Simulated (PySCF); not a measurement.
ClGa, charge -1, doublet, at a GFN2-xTB geometry (such geometries of metal compounds can be far from the true shape) (a state made from the parent by changing its charge; the spin is typed, not shown lowest), with bond 2-1 at 3.0 times its length; PBE0/6-31G* in PySCF.

Input for PySCF:
```python
from pyscf import gto, scf, dft

mol = gto.Mole()
mol.atom = '''
    Ga   -0.000000   -0.000000   -0.854968
    Cl    0.000000    0.000000    6.387112
'''
mol.basis = '6-31g*'
mol.charge = -1
mol.spin = 1
mol.verbose = 4
mol.build()

mf = dft.UKS(mol)
mf.xc = 'pbe0'
mf.kernel()
mo_i, mo_e, stable_i, stable_e = mf.stability(internal=True, external=False, return_status=True, nroots=6, tol=1e-6)
print('internally stable:', stable_i, ' externally stable:', stable_e)
if not stable_i:
    umf = mf.copy()
    umf.scf_summary = {}
    umf.kernel(umf.make_rdm1(mo_i, mf.mo_occ))
mf.analyze()
```

Output, abridged:

```
PySCF version 2.14.0

[INPUT] verbose = 4
[INPUT] num. atoms = 2
[INPUT] num. electrons = 49
[INPUT] charge = -1
[INPUT] spin (= nelec alpha-beta = 2S) = 1
[INPUT] symmetry False subgroup None
[INPUT] Mole.unit = angstrom
[INPUT] Symbol           X                Y                Z      unit          X                Y                Z       unit  Magmom
[...]
nuclear repulsion = 38.5077754118762
number of shells = 20
number of NR pGTOs = 146
number of NR cGTOs = 50
basis = 6-31g*
ecp = {}

******** <class 'pyscf.dft.uks.UKS'> ********
method = UKS
initial guess = minao
damping factor = 0
level_shift factor = 0
DIIS = <class 'pyscf.scf.diis.CDIIS'>
diis_start_cycle = 1
diis_space = 8
diis_damp = 0
SCF conv_tol = 1e-09
SCF conv_tol_grad = None
SCF max_cycles = 50
direct_scf = True
direct_scf_tol = 1e-13
number electrons alpha = 25  beta = 24
XC library pyscf.dft.libxc version 7.1.2
    S. Lehtola, C. Steigemann, M. J. T. Oliveira, and M. A. L. Marques,  SoftwareX 7, 1–5 (2018)
XC functionals = pbe0
    C. Adamo and V. Barone,  J. Chem. Phys. 110, 6158 (1999)
    M. Ernzerhof and G. E. Scuseria,  J. Chem. Phys. 110, 5029 (1999)
radial grids:
    Treutler-Ahlrichs [JCP 102, 346 (1995); DOI:10.1063/1.469408] (M4) radial grids

becke partition: Becke, JCP 88, 2547 (1988); DOI:10.1063/1.454033
pruning grids: <function nwchem_prune>
grids dens level: 3
symmetrized grids: False
atomic radii adjust function: <function treutler_atomic_radii_adjust>
small_rho_cutoff = 0
Set gradient conv threshold to 3.16228e-05
tot grids = 39784
init E= -2383.61217676073

cycle= 1 E= -2384.29050185966  delta_E= -0.678  |g|= 0.36  |ddm|= 0.755

cycle= 2 E= -2377.67197000061  delta_E= 6.62  |g|= 1.24  |ddm|= 2.46
cycle= 3 E= -2384.31165277147  delta_E= -6.64  |g|= 0.234  |ddm|= 2.47
cycle= 4 E= -2384.34759067229  delta_E= -0.0359  |g|= 0.114  |ddm|= 0.305
cycle= 5 E= -2384.35817886842  delta_E= -0.0106  |g|= 0.0467  |ddm|= 0.308
cycle= 6 E= -2384.35875245633  delta_E= -0.000574  |g|= 0.0323  |ddm|= 0.35
cycle= 7 E= -2384.35986320312  delta_E= -0.00111  |g|= 0.00786  |ddm|= 0.176
cycle= 8 E= -2384.36000695683  delta_E= -0.000144  |g|= 0.0076  |ddm|=  0.1
cycle= 9 E= -2384.36006258962  delta_E= -5.56e-05  |g|= 0.00496  |ddm|= 0.0221
cycle= 10 E= -2384.36010556864  delta_E= -4.3e-05  |g|= 0.0025  |ddm|= 0.0402
cycle= 11 E= -2384.36011681555  delta_E= -1.12e-05  |g|= 0.000709  |ddm|= 0.0152
cycle= 12 E= -2384.36011789395  delta_E= -1.08e-06  |g|= 8.83e-05  |ddm|= 0.00417
cycle= 13 E= -2384.3601179845  delta_E= -9.05e-08  |g|= 6.01e-05  |ddm|= 0.00137
cycle= 14 E= -2384.36011804144  delta_E= -5.69e-08  |g|= 3.22e-05  |ddm|= 0.0016
cycle= 15 E= -2384.36011805927  delta_E= -1.78e-08  |g|= 2.65e-05  |ddm|= 0.00112
cycle= 16 E= -2384.36011806033  delta_E= -1.06e-09  |g|= 1.26e-06  |ddm|= 0.00015
cycle= 17 E= -2384.36011806034  delta_E= -1.32e-11  |g|= 8.1e-07  |ddm|= 3.4e-05
Extra cycle  E= -2384.36011806034  delta_E= 8.64e-12  |g|= 3e-06  |ddm|= 1.69e-05
converged SCF energy = -2384.36011806034  <S^2> = 0.8218589  2S+1 = 2.0706124
uhf_internal: lowest eigs of H = [-5.53325618e-03 -5.22977705e-03  4.68554107e-06  1.12287841e-04
  1.05174063e-03  1.99264207e-02]
<class 'pyscf.dft.uks.UKS'> wavefunction has an internal instability
internally stable: False  externally stable: None

******** <class 'pyscf.dft.uks.UKS'> ********
method = UKS
initial guess = minao
damping factor = 0
level_shift factor = 0
DIIS = <class 'pyscf.scf.diis.CDIIS'>
diis_start_cycle = 1
diis_space = 8
diis_damp = 0
SCF conv_tol = 1e-09
SCF conv_tol_grad = None
SCF max_cycles = 50
direct_scf = True
direct_scf_tol = 1e-13
number electrons alpha = 25  beta = 24
XC library pyscf.dft.libxc version 7.1.2
    S. Lehtola, C. Steigemann, M. J. T. Oliveira, and M. A. L. Marques,  SoftwareX 7, 1–5 (2018)
XC functionals = pbe0
    C. Adamo and V. Barone,  J. Chem. Phys. 110, 6158 (1999)
    M. Ernzerhof and G. E. Scuseria,  J. Chem. Phys. 110, 5029 (1999)
radial grids:
[...]
cycle= 18 E= -2384.36289198797  delta_E= -1.6e-06  |g|= 0.000203  |ddm|= 0.0138
cycle= 19 E= -2384.36289417693  delta_E= -2.19e-06  |g|= 0.000282  |ddm|= 0.0187
cycle= 20 E= -2384.36289508819  delta_E= -9.11e-07  |g|= 0.000342  |ddm|= 0.0222
cycle= 21 E= -2384.36289479335  delta_E= 2.95e-07  |g|= 0.000475  |ddm|= 0.00673
cycle= 22 E= -2384.36289545731  delta_E= -6.64e-07  |g|= 5.4e-05  |ddm|= 0.00774
cycle= 23 E= -2384.36289549575  delta_E= -3.84e-08  |g|= 6.08e-05  |ddm|= 0.00378
cycle= 24 E= -2384.36289550329  delta_E= -7.54e-09  |g|= 2.5e-05  |ddm|= 0.000731
cycle= 25 E= -2384.36289550472  delta_E= -1.43e-09  |g|= 2.7e-06  |ddm|= 0.000266
cycle= 26 E= -2384.36289550475  delta_E= -2.59e-11  |g|= 2.32e-06  |ddm|= 7.9e-05
Extra cycle  E= -2384.36289550473  delta_E= 1.73e-11  |g|= 6.19e-06  |ddm|= 3.68e-05
converged SCF energy = -2384.36289550473  <S^2> = 0.80672808  2S+1 = 2.0559456
**** SCF Summaries ****
Total Energy =                       -2384.360118060335026
Nuclear Repulsion Energy =              38.507775411876153
One-electron Energy =                -3403.761177450362993
Two-electron Energy =                  980.893283978151658
Two-electron Coulomb Energy =         1083.949766150495861
DFT Exchange-Correlation Energy =     -103.056482172344218
**** MO energy ****
                             alpha | beta                alpha | beta
[...]
To work with the spin densities directly, `use mulliken_meta_spin()` only printing them here.

 ** Mulliken spin pop alpha/beta on meta-lowdin orthogonal AOs **
 ** Mulliken Spin Density (per AO)  **
spin_pop of  0 Ga 1s       -0.00000
spin_pop of  0 Ga 2s        0.00000
spin_pop of  0 Ga 3s        0.00003
spin_pop of  0 Ga 4s        0.00120
spin_pop of  0 Ga 5s        0.00203
spin_pop of  0 Ga 2px       0.00000
spin_pop of  0 Ga 2py       0.00000
spin_pop of  0 Ga 2pz       0.00000
spin_pop of  0 Ga 3px      -0.00000
spin_pop of  0 Ga 3py      -0.00000
spin_pop of  0 Ga 3pz       0.00003
spin_pop of  0 Ga 4px       0.04169
spin_pop of  0 Ga 4py       0.02742
spin_pop of  0 Ga 4pz       0.99051
spin_pop of  0 Ga 5px       0.00086
spin_pop of  0 Ga 5py       0.00057
spin_pop of  0 Ga 5pz       0.00670
spin_pop of  0 Ga 3dxy     -0.00004
spin_pop of  0 Ga 3dyz     -0.00023
spin_pop of  0 Ga 3dz^2    -0.00026
spin_pop of  0 Ga 3dxz     -0.00023
spin_pop of  0 Ga 3dx2-y2   -0.00004
spin_pop of  0 Ga 4dxy      0.00003
spin_pop of  0 Ga 4dyz      0.00013
spin_pop of  0 Ga 4dz^2    -0.00030
spin_pop of  0 Ga 4dxz      0.00014
spin_pop of  0 Ga 4dx2-y2    0.00003
spin_pop of  0 Ga 5dxy      0.00002
spin_pop of  0 Ga 5dyz      0.00010
spin_pop of  0 Ga 5dz^2    -0.00015
spin_pop of  0 Ga 5dxz      0.00010
spin_pop of  0 Ga 5dx2-y2    0.00002
spin_pop of  1 Cl 1s        0.00000
spin_pop of  1 Cl 2s        0.00000
spin_pop of  1 Cl 3s       -0.00003
spin_pop of  1 Cl 4s        0.00003
spin_pop of  1 Cl 2px      -0.00000
spin_pop of  1 Cl 2py      -0.00000
spin_pop of  1 Cl 2pz       0.00000
spin_pop of  1 Cl 3px      -0.04277
spin_pop of  1 Cl 3py      -0.02815
spin_pop of  1 Cl 3pz       0.00015
spin_pop of  1 Cl 4px       0.00021
spin_pop of  1 Cl 4py       0.00016
spin_pop of  1 Cl 4pz       0.00006
spin_pop of  1 Cl 3dxy     -0.00000
spin_pop of  1 Cl 3dyz     -0.00000
spin_pop of  1 Cl 3dz^2    -0.00000
spin_pop of  1 Cl 3dxz     -0.00000
spin_pop of  1 Cl 3dx2-y2   -0.00000
 ** Mulliken Spin Density (per atom)  **
spin density of  0 Ga =      1.07034
spin density of  1 Cl =     -0.07034
 ** Mulliken pop alpha/beta on meta-lowdin orthogonal AOs **
 ** Mulliken pop       alpha | beta **
In total            25.00000 | 24.00000
 ** Mulliken atomic charges   ( Nelec_alpha | Nelec_beta ) **
charge of  0Ga =     -0.07097  (    16.07065     15.00032 )
charge of  1Cl =     -0.92903  (     8.92935      8.99968 )

WARN: System has nonzero charge -1; the dipole moment is origin-dependent.
Location of origin: [0. 0. 0.]

Dipole moment(X, Y, Z, Debye): -0.00000,  0.00000, -27.67511
```
